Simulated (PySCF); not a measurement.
C2H7Si, SMILES C[SiH]C, multiplicity 2. Atoms are numbered in the order given.

```xyz
10

C      0.0420     0.4680    -1.5611
Si    -0.1336    -0.5752     0.0000
C      0.0420     0.4680     1.5611
H      1.0309     0.9570    -1.5918
H     -0.0594    -0.1501    -2.4659
H     -0.7267     1.2552    -1.5978
H      0.8765    -1.6869     0.0000
H      1.0309     0.9570     1.5918
H     -0.0594    -0.1501     2.4659
H     -0.7267     1.2552     1.5978
```
Charge 0, spin multiplicity 2.

Coordinates come from a PBE0-D3(BJ)/def2-SVP optimisation. The isomer is the one that the SMILES or the coordinates give; other isomers of the formula were not compared.

Computed with ωB97X/def2-TZVPD (PySCF).

Mulliken values depend strongly on the basis, most of all with diffuse functions as here. ESP charges are fitted to the potential on shells at 1.4 to 2.0 van der Waals radii. Atomic charges (e):

```
atom  meta-Löwdin  ESP fit  Mulliken spin
----  -----------  -------  -------------
C1     (withheld)    -0.59           0.06
Si2    (withheld)     0.15           0.79
C3     (withheld)    -0.59           0.06
H4     (withheld)     0.19           0.03
H5     (withheld)     0.16          -0.01
H6     (withheld)     0.18           0.00
H7     (withheld)    -0.03           0.05
H8     (withheld)     0.19           0.03
H9     (withheld)     0.16          -0.01
H10    (withheld)     0.18           0.00
```

Problem. Some entries are withheld; supply them. (The exact figures need the calculation; the answer reports its results.)

Solution. 
- C1, meta-Löwdin: -0.58
- Si2, meta-Löwdin: 0.51
- C3, meta-Löwdin: -0.58
- H4, meta-Löwdin: 0.12
- H5, meta-Löwdin: 0.13
- H6, meta-Löwdin: 0.12
- H7, meta-Löwdin: -0.11
- H8, meta-Löwdin: 0.12
- H9, meta-Löwdin: 0.13
- H10, meta-Löwdin: 0.12
